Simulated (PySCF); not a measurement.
Isomers of C6H8SSi, one GFN2-xTB conformer each. Single-point energies are computed at PBE0/pcSseg-1 (PySCF, gas phase, no added dispersion term), electronic only.

```
            SMILES  GFN2-xTB relative energy (kcal/mol)
C#CC(=C=S)[SiH2]CC                                 33.3
  C=C[SiH2]c1cccs1                                  0.0
```

Conformers: `[CH:1]#[C:2][C:3](=[C:4]=[S:5])[SiH2:6][CH2:7][CH3:8]` with C2–C3–Si6–C7 52°, C3–Si6–C7–C8 -176°; `[CH2:1]=[CH:2][SiH2:3][c:4]1[cH:5][cH:6][cH:7][s:8]1` with C1–C2–Si3–C4 -1°, C2–Si3–C4–C5 -114°.

Q: What does PBE0/pcSseg-1 give for the same structures?

A: 
```csv
SMILES,PBE0/pcSseg-1 E (Eh),PBE0/pcSseg-1 (kcal/mol),GFN2-xTB (kcal/mol),point group
C=C[SiH2]c1cccs1,-920.50287,0.0,0.0,C1
C#CC(=C=S)[SiH2]CC,-920.42750,47.3,33.3,C1
```

Both levels put the same isomer lowest. As drawn, the lower has an aromatic ring, which the higher lacks; the higher has a C≡C bond, cumulated double bonds and a C=S bond, which the lower lacks.

Q: Which frontier levels, dipoles and rotational constants go with these structures?

A: 
```
            SMILES  HOMO (eV, PBE0/pcSseg-1)  LUMO (eV)  dipole (D)       A, B, C (MHz)
  C=C[SiH2]c1cccs1                     -7.01      -0.76        0.81  2742, 972.2, 862.6
C#CC(=C=S)[SiH2]CC                     -6.41      -2.25        1.78  1951, 768.7, 584.6
```
